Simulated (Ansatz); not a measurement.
An input meant for the cluster Ag2Se⁻ (charge -1, doublet; atoms displaced at random, 0.08 Å in each coordinate).

```yaml
crystal:
  periodic: [false, false, false]
  atoms:
    - {symbol: Ag, position_ang: [-0.527839, 0.590209, -1.408696]}
    - {symbol: Ag, position_ang: [0.841140, 0.632033, 1.136738]}
    - {symbol: Se, position_ang: [-0.275853, -1.327538, 0.227637]}
basis:
  gaussian: {orbitals: def2-mTZVP, fitting: {mean_field: cc-pVTZ-jkfit}, final_grid: {core_spheres: 8, valence_spheres: 7, degree: 23}}
total_charge: -1
magnetization: {spin_polarized: true, initial_magnetization: 2}
hamiltonian: {xc: {name: HSE06}}
scf: {lower_state_search: off}
output: {forces: true}
```

```sh
$ ansatz run in.yaml --threads 4 --pin off --events-out ev --progress --plain --max-ram 3916MiB
```

It prints (some lines left out):

```
Error: a molecule whose nuclei and cores have a total charge of 72 cannot have a net charge of -1 together with 2 unpaired electrons
```

In this input the number of unpaired electrons doesn't fit the electron count. The program refused the input.
